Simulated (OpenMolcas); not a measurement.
# Kr3+: Slater's ratio, worked from levels

* Program: OpenMolcas 26.06
* Basis: ANO-RCC-VQZP [7s6p4d2f1g]
* Scalar Hamiltonian: DKH2, point nucleus
* Active space: 3 electrons in 3 orbitals (4p)
* State averaging: 2S+1 = 4 odd, 1 root; 2S+1 = 2 odd, 8 roots
* Spin-orbit coupling: state interaction with AMFI integrals over the reference wave functions, term energies averaged over their components

Methods: CASSCF; SS-CASPT2, IPEA 0.25 Eh, imaginary shift 0.1 Eh (closed shells correlated: 3d 4s). Measured levels: Saloman, J. Phys. Chem. Ref. Data 36, 215 (2007).

**Slater's ratio.** With one set of orbitals, p3 has ²D° - ⁴S° = 9 F2 and ²P° - ²D° = 6 F2 (F2 = F²/25), a ratio of 2/3. Term energies are centres of gravity, weighted by 2J + 1.

```
   Source  ²D° - ⁴S°  ²P° - ⁴S°  F2 from the first  Ratio
   CASSCF      22747      39437               2527  0.734
SS-CASPT2      18755      33789               2084  0.802
 measured      18035      32623               2004  0.809
```

Energies in cm-1. A ratio away from 2/3 shows effects beyond one configuration with one set of orbitals, and in heavier atoms second-order spin-orbit shifts.

CASPT2 does not keep the components of a term degenerate, so their means are used; among the terms shown or strongly mixed into the levels shown the widest spread is 180 cm-1 (4s² 4p³ ²D°, SS-CASPT2). With the s shell closed, the reference lacks s² → p² mixing. Computed and measured levels are paired by configuration, term and J; levels that our copy of the source lacks, or whose pairing is in doubt (as where it misses far off the trend of its configuration), stay unpaired and out of the deviations. Levels of configurations outside the active space are missing.

° marks odd parity.
